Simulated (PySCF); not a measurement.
Cl₂Sr, SMILES [Cl][Sr][Cl] (connectivity only; charge and spin as stated), charge +1, multiplicity 2. Coordinates come from a B3LYP-D3(BJ)/def2-TZVP optimisation. The multiplicity is an assumed one; other spin states were not compared. The isomer is the one that the SMILES or the coordinates give; other isomers of the formula were not compared. The def2 effective core potentials stand for the cores of Sr; spin–orbit coupling is left out.

Level of theory: B3LYP-D3(BJ)/def2-TZVP in PySCF 2.14.0.

Harmonic wavenumbers (cm⁻¹): 177, 212, 295. Rotational constants (GHz): 3.821, 2.465, 1.498; symmetry number 2.

Q: Work out the zero-point energy and the ideal-gas rigid-rotor harmonic-oscillator thermochemistry at 298.15 K and 1 atm.

A: ZPE = ½ Σ hcν = ½ × 684 cm⁻¹ = 0.98 kcal/mol. H − E(el) = 4.33 kcal/mol. Entropy in cal/(mol K): translation 41.09, rotation 26.15, vibration 5.83, spin 1.38, total 74.44. G − E(el) = -17.86 kcal/mol. Cp = 13.32 cal/(mol K).
